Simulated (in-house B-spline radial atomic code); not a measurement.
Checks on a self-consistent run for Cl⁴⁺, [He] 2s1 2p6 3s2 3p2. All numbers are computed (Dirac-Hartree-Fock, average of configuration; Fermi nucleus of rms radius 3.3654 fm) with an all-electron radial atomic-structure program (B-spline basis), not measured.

| orbital | q | ε (Eh) | <1/r> | <r²> | small-component weight |
| --- | --- | --- | --- | --- | --- |
| 1s1/2 | 2 | -109.00312 | 16.6834 | 0.011112 | 0.0036646 |
| 2s1/2 | 1 | -13.98889 | 3.39232 | 0.226054 | 0.00060247 |
| 2p1/2 | 2 | -11.27606 | 3.30315 | 0.189938 | 0.00057807 |
| 2p3/2 | 4 | -11.20786 | 3.27928 | 0.191826 | 0.00057442 |
| 3s1/2 | 2 | -3.15475 | 1.07738 | 1.94863 | 0.00013312 |
| 3p1/2 | 0.66667 | -2.64229 | 0.981554 | 2.17415 | 0.00011316 |
| 3p3/2 | 1.3333 | -2.63385 | 0.977666 | 2.18679 | 0.00011272 |

Electron-electron repulsion V_ee = 135.1322 hartree.

What total energy follows from the eigenvalues?

The eigenvalues count the repulsion twice, so E = Σqε - V_ee = -310.962 - 135.132 = -446.094 hartree; the run printed -446.094.

Does the Dirac virial theorem hold?

For a point nucleus E = -2c²Σq·w, with w the small-component weight. Here Σq·w = 0.011878 and c = 137.0360, so the ratio E/(-2c²Σq·w) is 1.000002.

What diamagnetic shielding (Lamb formula) and susceptibility (Langevin formula) do the radii give?

σ = (α²/3)Σq<1/r> = 60.5953/(3·137.036²) = 1075.6 ppm, and χ = -0.79199×10⁻⁶·Σq<r²> = -7.649×10⁻⁶ cm³/mol with Σq<r²> = 9.6579 bohr². Both are non-relativistic formulas without the paramagnetism of open shells.
